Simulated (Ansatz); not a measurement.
The multiplicity is imposed and other spin states were not computed.

Method: Ansatz (an electronic-structure program) with PBE-D3(BJ)/def2-SVP. No frequencies were computed at this level.

Ansatz 0.2 input:
```yaml
crystal:
  periodic: [false, false, false]
  atoms:
    - { symbol: Cd, position_ang: [-0.103899, -0.043287, -0.078222] }
    - { symbol: N, position_ang: [1.752736, 0.582539, 1.114769] }
    - { symbol: H, position_ang: [1.582606, 0.298209, 2.083762] }
    - { symbol: H, position_ang: [1.747832, 1.606285, 1.140426] }
basis:
  gaussian: { orbitals: def2-svp }
hamiltonian:
  xc: pbe
  dispersion: d3bj
relax:
  max_steps: 150
magnetization:
  spin_polarized: true
  initial_magnetization: 1
```

Output:

```
Functional definition: PBE
596 factors; their error is unknown
mean field evaluation 1: about -6070.5092 eV, gradient 5.0e1 eV
mean field evaluation 2: about -5948.9536 eV, gradient 1.1e2 eV
mean field evaluation 4: about -6082.1414 eV, gradient 1.1e1 eV
mean field evaluation 8: about -6082.6743 eV, gradient 1.1e-1 eV
mean field evaluation 16: about -6082.6561 eV, gradient 6.0e-4 eV
mean field evaluation 32: about -6082.4818 eV, gradient 4.4e0 eV
mean field -6082.65612428 eV, -223.5334895948 hartree, gradient 6.1e-5 eV, S^2 0.755787; 1 other end points of the search recorded, 0 dependent functions left out
reference -6082.65615828 eV, -223.5334908445 hartree; 15, 14 occupied and 40, 41 virtual orbitals, 596 factors
relax step   1: F+E_penalty+E_count = -6082.71091518 eV  Δ(F+E_penalty+E_count) = +0.000e0 eV  max|allowed force component| = 9.748e-1 eV/Å  Δτ_max = 0.0000 Å  (78 SCF iters, accepted)
these checks for a lower state are left out or cut short: starts, cluster_reference, orbital_swaps, neighbouring_geometries, increment
596 factors; their error is unknown
mean field -6082.69119330 eV, -223.5347783577 hartree, gradient 1.9e-5 eV, S^2 0.754789; 0 other end points of the search recorded, 0 dependent functions left out
reference -6082.69122740 eV, -223.5347796107 hartree; 15, 14 occupied and 40, 41 virtual orbitals, 596 factors
relax step   2: F+E_penalty+E_count = -6082.74342979 eV  Δ(F+E_penalty+E_count) = -3.251e-2 eV  max|allowed force component| = 2.284e-1 eV/Å  Δτ_max = 0.1190 Å  (32 SCF iters, accepted)
these checks for a lower state are left out or cut short: starts, cluster_reference, orbital_swaps, neighbouring_geometries, increment
596 factors; their error is unknown
mean field -6082.70291877 eV, -223.5352092606 hartree, gradient 1.6e-5 eV, S^2 0.754943; 0 other end points of the search recorded, 0 dependent functions left out
reference -6082.70295269 eV, -223.5352105072 hartree; 15, 14 occupied and 40, 41 virtual orbitals, 596 factors
relax step   3: F+E_penalty+E_count = -6082.75562716 eV  Δ(F+E_penalty+E_count) = -1.220e-2 eV  max|allowed force component| = 1.746e-1 eV/Å  Δτ_max = 0.0434 Å  (31 SCF iters, accepted)
these checks for a lower state are left out or cut short: starts, cluster_reference, orbital_swaps, neighbouring_geometries, increment
596 factors; their error is unknown
mean field -6082.70423856 eV, -223.5352577619 hartree, gradient 8.1e-6 eV, S^2 0.754864; 0 other end points of the search recorded, 0 dependent functions left out
reference -6082.70427251 eV, -223.5352590098 hartree; 15, 14 occupied and 40, 41 virtual orbitals, 596 factors
relax step   4: F+E_penalty+E_count = -6082.75679560 eV  Δ(F+E_penalty+E_count) = -1.168e-3 eV  max|allowed force component| = 5.388e-2 eV/Å  Δτ_max = 0.0057 Å  (32 SCF iters, accepted)
these checks for a lower state are left out or cut short: starts, cluster_reference, orbital_swaps, neighbouring_geometries, increment
596 factors; their error is unknown
mean field evaluation 64: about -6082.7047 eV, gradient 8.6e-6 eV
mean field -6082.70465169 eV, -223.5352729443 hartree, gradient 8.6e-6 eV, S^2 0.754782; 0 other end points of the search recorded, 0 dependent functions left out
reference -6082.70468567 eV, -223.5352741930 hartree; 15, 14 occupied and 40, 41 virtual orbitals, 596 factors
relax step   5: F+E_penalty+E_count = -6082.75705882 eV  Δ(F+E_penalty+E_count) = -2.632e-4 eV  max|allowed force component| = 1.153e-2 eV/Å  Δτ_max = 0.0075 Å  (32 SCF iters, accepted)
these checks for a lower state are left out or cut short: starts, cluster_reference, orbital_swaps, neighbouring_geometries, increment
596 factors; their error is unknown
mean field -6082.70464784 eV, -223.5352728030 hartree, gradient 1.4e-5 eV, S^2 0.754793; 0 other end points of the search recorded, 0 dependent functions left out
reference -6082.70468182 eV, -223.5352740517 hartree; 15, 14 occupied and 40, 41 virtual orbitals, 596 factors
relax step   6: F+E_penalty+E_count = -6082.75707236 eV  Δ(F+E_penalty+E_count) = -1.353e-5 eV  max|allowed force component| = 2.547e-3 eV/Å  Δτ_max = 0.0024 Å  (25 SCF iters, accepted)
596 factors; their error is unknown
mean field -6082.70464784 eV, -223.5352728030 hartree, gradient 1.6e-5 eV, S^2 0.754793; 1 other end points of the search recorded, 0 dependent functions left out
reference -6082.70468182 eV, -223.5352740517 hartree; 15, 14 occupied and 40, 41 virtual orbitals, 596 factors
Total energy: -6082.75710633 eV, -223.5372006170 hartree
Atom 0 at    -0.044768    -0.012044    -0.024542 Å, force     0.000625    -0.000307    -0.000316 eV/Å
Atom 1 at     1.752685     0.562120     1.086446 Å, force    -0.002547    -0.001154    -0.002046 eV/Å
Atom 2 at     1.553168     0.293605     2.070501 Å, force     0.000873     0.000030     0.001686 eV/Å
Atom 3 at     1.718190     1.600065     1.128330 Å, force     0.001050     0.001430     0.000676 eV/Å
Dipole moment:    -0.149660     0.115719     0.134248 e Å
```

Cost: roughly 6 core-seconds.
